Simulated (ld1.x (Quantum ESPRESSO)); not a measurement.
**Reading a pseudo-wave (boron)**

Columns: radius, all-electron u(r) and pseudo u(r) of the 2s shell (level -9.36 eV) of boron in the configuration [He] 2s2 2p1; PBEsol, non-relativistic, ultrasoft scheme, ld1.x (Quantum ESPRESSO) 7.5.

```csv
r (bohr),all-electron,pseudo
0.178,0.3050,-0.1423
0.355,0.1502,-0.2776
0.533,-0.1005,-0.4017
0.710,-0.3284,-0.5088
0.888,-0.5051,-0.5970
1.065,-0.6258,-0.6635
1.243,-0.6977,-0.7083
1.420,-0.7296,-0.7309
1.598,-0.7319,-0.7319
1.775,-0.7129,-0.7129
1.953,-0.6795,-0.6795
2.130,-0.6374,-0.6374
2.308,-0.5900,-0.5900
2.485,-0.5409,-0.5409
2.662,-0.4918,-0.4918
2.840,-0.4439,-0.4439
3.018,-0.3984,-0.3984
3.195,-0.3560,-0.3560
3.373,-0.3167,-0.3167
3.550,-0.2810,-0.2810
3.728,-0.2485,-0.2485
3.905,-0.2194,-0.2194
4.083,-0.1932,-0.1932
4.260,-0.1699,-0.1699
4.438,-0.1491,-0.1491
4.615,-0.1308,-0.1308
```

Problem. How many radial nodes do the two functions have?

Solution. The all-electron 2s function has n − l − 1 = 1; the pseudo-wave has 0, since the states of the same l below it are removed with the core.

Problem. At about which radius was the pseudo-wave matched?

Solution. 1.60 bohr, where the columns begin to agree (steps of 0.18 bohr).

Problem. Where does each function peak?

Solution. Outermost all-electron maximum near 1.60 bohr, pseudo maximum near 1.60 bohr (to the table’s step).

Problem. Is the pseudo-wave norm-conserving?

Solution. No, it belongs to an ultrasoft set: the norm inside the radius is not constrained, and the difference is carried by the augmentation charge.
